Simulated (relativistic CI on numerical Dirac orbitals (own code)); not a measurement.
## La18+: q coefficients and field-shift factors

These numbers are calculated, not measured: Dirac-Coulomb-Breit CI, separate exchange-only KLI orbitals for each configuration, derivatives by finite differences, unscaled Slater integrals, QED left out (own radial code, finite nucleus).

Configurations in the expansion (outside the closed core [Ar] 3d10): 4s2.4p6.4d3, 4s2.4p5.4d4, 4s2.4p6.4d2.4f, 4s2.4p6.4d.4f2, 4s.4p6.4d4, 4s2.4p6.4d2.5s, 4p6.4d5, 4s2.4p6.4d2.5p. Levels of other configurations are missing.

With x = (α/α₀)² − 1 an excitation energy changes as ω = ω₀ + qx; K = 2q/ω₀ is the relative enhancement. Terms are leading LS components, so labels can repeat. The field-shift factor is F = δν/δ⟨r²⟩ for the transition from the lowest level.

Lowest level 4s2.4p6.4d3 4F_3/2.

```tsv
Level	ω₀ (cm⁻¹)	q (cm⁻¹)	F (GHz/fm²)
4s2.4p6.4d3 4F_5/2	17963	24220	0.331
4s2.4p6.4d3 4F_7/2	31269	33590	0.462
4s2.4p6.4d3 4P_3/2	36451	17260	0.13
4s2.4p6.4d3 4F_9/2	39361	31970	0.464
4s2.4p6.4d3 4P_1/2	42372	22780	0.155
4s2.4p6.4d3 2G_7/2	60830	42670	0.567
4s2.4p6.4d3 4P_5/2	62415	41980	0.372
4s2.4p6.4d3 2H_9/2	64390	46750	0.75
4s2.4p6.4d3 2D_3/2	71470	49400	0.478
4s2.4p6.4d3 2P_1/2	76596	50590	0.631
4s2.4p6.4d3 2H_11/2	85550	51290	0.904
4s2.4p6.4d3 2D_5/2	87894	55330	0.442
4s2.4p6.4d3 2G_9/2	98688	75920	1.07
```

At this charge energies of transitions that change n are usually good to better than 1 %, and those within a shell (Δn = 0) to a few per cent. Terms inside the open d or f shell come out 10 to 20 % too wide with unscaled integrals.

**Question.** Which transition from the lowest level has the largest |K|?

**Answer.** 4s2.4p6.4d3 4F_5/2 at 17963 cm⁻¹, K = 2.7.
